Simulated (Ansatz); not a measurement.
`C[CH2][GeH]` and `C[CH2][Ge][CH2]C` differ in one atom or group.

Ansatz, PBE0-D4/def2-TZVP geometries, multiplicity 1. Each molecule was computed in one conformer, which needn't be the lowest.

Scalar relativity is left out up to krypton.

```csv
property,`C[CH2][GeH]`
HOMO–LUMO gap (PBE0/def2-TZVPP) / eV,3.75
zero-point energy (PBE0-D4/def2-TZVP) / kJ/mol,184.1
HOMO–LUMO gap (ωB97M-V/def2-TZVPP) / eV,7.84
LUMO energy (PBE/def2-TZVPP) / eV,-3.38
HOMO energy (B3LYP/def2-TZVPP) / eV,-6.11
size of the dipole moment (B3LYP/def2-TZVPP) / D,0.82
```

**Question.** What does the change do to each property? (Estimate.)

**Answer.** Ansatz gave: 
| property | `C[CH2][Ge][CH2]C` | shift |
| --- | --- | --- |
| HOMO–LUMO gap (PBE0/def2-TZVPP) / eV | 3.74 | -0.01 |
| zero-point energy (PBE0-D4/def2-TZVP) / kJ/mol | 338.2 | 154.1 |
| HOMO–LUMO gap (ωB97M-V/def2-TZVPP) / eV | 7.77 | -0.07 |
| LUMO energy (PBE/def2-TZVPP) / eV | -2.93 | 0.45 |
| HOMO energy (B3LYP/def2-TZVPP) / eV | -5.68 | 0.43 |
| size of the dipole moment (B3LYP/def2-TZVPP) / D | 0.91 | 0.09 |

The zero-point energy changes by 154.1 kJ/mol with +18 modes. Dipoles are sizes alone; their direction can turn.

B3LYP here is the variant with VWN-RPA as its local correlation; programs differ in this.
